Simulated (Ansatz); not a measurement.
`NB(Cl)CF` + H₂O → `NB(O)CF` + HCl  (formal hydrolysis of a B–Cl bond)

Gas-phase electronic energies from Ansatz, PBE0-D4/def2-TZVP geometries. CBS: MP2 limit from def2 TZ/QZ plus the TZ coupled-cluster correction, frozen cores. This one scheme is used for every species. Functionals use def2-TZVPP. B3LYP here is the variant with VWN-RPA as its local correlation; programs differ in this. Each species was taken in one conformer, which may not be the lowest.

| level | ΔE (eV) |
| --- | --- |
| PBE-D4 | -0.31 |
| B3LYP-D4 | -0.39 |
| PBE0 | -0.35 |
| CCSD/CBS(def2) | -0.36 |

What does CCSD(T)/CBS give? (Best estimate.)

Ansatz gave: -0.34 eV. The listed levels differ from it by 0.03, -0.05, -0.01, -0.02 eV.

Largest T1 diagnostic among the species: 0.011.

In def2-TZVPP, CCSD(T) changes the Hartree–Fock value by +0.09 eV (the triples alone add +0.02 eV) and MP2 by +0.14 eV. The D4 term adds +0.03 eV with B3LYP and +0.02 eV with PBE0; it sums over pairs of atoms, weighted by their polarisabilities, and B3LYP, whose exchange is more repulsive, gets the larger term.
